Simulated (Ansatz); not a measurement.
`C/C=[C](\[AlH2])Br` at its PBE0-D4/def2-TZVP geometry, where that method's forces vanish. Total charge 0; spin multiplicity 1.

```xyz
11

C    -0.4378   -1.5309    0.1330
C    -0.4025   -0.4378   -0.8788
C     0.0521    0.7963   -0.6496
Al    0.7871    1.5717    0.9787
Br   -0.0075    2.0342   -2.1227
H     0.1435   -2.3902   -0.2164
H    -1.4642   -1.8849    0.2730
H    -0.0450   -1.2181    1.1009
H    -0.7823   -0.6957   -1.8673
H     1.2548    3.0795    0.9654
H     0.9019    0.6759    2.2837
```

Question: What forces (eV/Å) does B3LYP-D4/def2-TZVPP give on these atoms in Ansatz 0.2.0? (Estimate.)

Answer: Computed: 
```
C1  -0.010 -0.162  0.137
C2  -0.032  0.064 -0.168
C3   0.031 -0.165  0.269
Al4  0.052  0.052  0.114
Br5 -0.015  0.270 -0.327
H6  -0.026  0.026  0.028
H7   0.046  0.002  0.006
H8  -0.035 -0.051 -0.061
H9   0.024  0.000  0.080
H10 -0.030 -0.102  0.007
H11 -0.005  0.066 -0.085
```

B3LYP here is the variant with VWN-RPA as its local correlation; programs differ in this.
